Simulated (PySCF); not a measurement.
C₂H₆O₂SiTe.
Bonds: O1–C2 (double), C2–C3, C3–Te4, C2–O5, O5–Si6. Hydrogens: H7, H8 on C3; H9 on Te4; H10, H11, H12 on Si6.

Computed by this run: PySCF, PBE0-D3(BJ)/def2-SVP geometry optimisation, gas phase, def2 core potentials past Kr; density fitting, grid level 1; the optimiser is geomeTRIC in internal coordinates, started from a GFN2-xTB structure with every atom displaced at random (about 0.01 Å).

Step 0: E = -21420.2190 eV
```
atom  x, y, z in Å  |  force x, y, z in eV/Å
O1      0.5648   -1.1866    1.3720   -1.343   1.164  -1.369
C2     -0.0742   -0.5088    0.5632    1.220  -1.442   1.445
C3     -1.5411   -0.6239    0.2637    1.281   0.541  -0.300
Te4    -1.9129    0.8782   -1.2189   -1.026   0.073  -0.320
O5      0.5411    0.4211   -0.1691   -0.998  -0.268   0.091
Si6     2.1900    0.6060    0.1249    0.375  -0.101   0.238
H7     -1.7252   -1.6261   -0.0862   -0.279  -0.678  -0.297
H8     -2.0729   -0.4622    1.1806   -0.644   0.154   0.747
H9     -3.5525    0.4674   -1.2364    0.207   0.131  -0.079
H10     2.8287   -0.6625   -0.2104    0.461  -0.322  -0.129
H11     2.3522    0.9962    1.5258    0.257   0.195   0.364
H12     2.4415    1.6729   -0.8239    0.490   0.554  -0.391
```

**Question.** Estimate the geometry and energy of step 1. (The exact step hangs on the optimiser's Hessian estimate; all steps are aligned on step 0, rigid shifts and turns removed.)

**Answer.** E = -21420.4558 eV, largest force 0.595 eV/Å
```
atom  x, y, z in Å  |  force x, y, z in eV/Å
O1      0.4546   -1.2229    1.3795   -0.051   0.272  -0.206
C2     -0.0859   -0.5155    0.5641    0.043  -0.313   0.155
C3     -1.5571   -0.5995    0.2367    0.553   0.217  -0.020
Te4    -2.0741    0.8715   -1.2561   -0.292  -0.044  -0.032
O5      0.5785    0.4051   -0.1441   -0.118  -0.083   0.121
Si6     2.2649    0.6134    0.1359   -0.328  -0.113   0.013
H7     -1.7495   -1.6170   -0.1188   -0.152  -0.096  -0.034
H8     -2.1041   -0.4334    1.1698   -0.188  -0.022   0.059
H9     -3.6815    0.3985   -1.2077    0.078   0.058  -0.041
H10     2.9591   -0.6443   -0.2017    0.167  -0.113  -0.043
H11     2.4717    1.0172    1.5414    0.092   0.069   0.137
H12     2.5631    1.6987   -0.8138    0.195   0.170  -0.109
```

The energy changes by -0.2368 eV. The first-order estimate −F·Δx gives -0.4214 eV and the mean of the old and new forces, exact on a quadratic surface, -0.2459 eV. The step makes an angle of 74° with the force vector and moves no atom by more than 0.166 Å.

The cost below is that of the whole optimisation. The run took 88 s wall on an Arm Neoverse N1 with one thread, no GPU, shared host, and the process peaked at 0.56 GiB of memory.
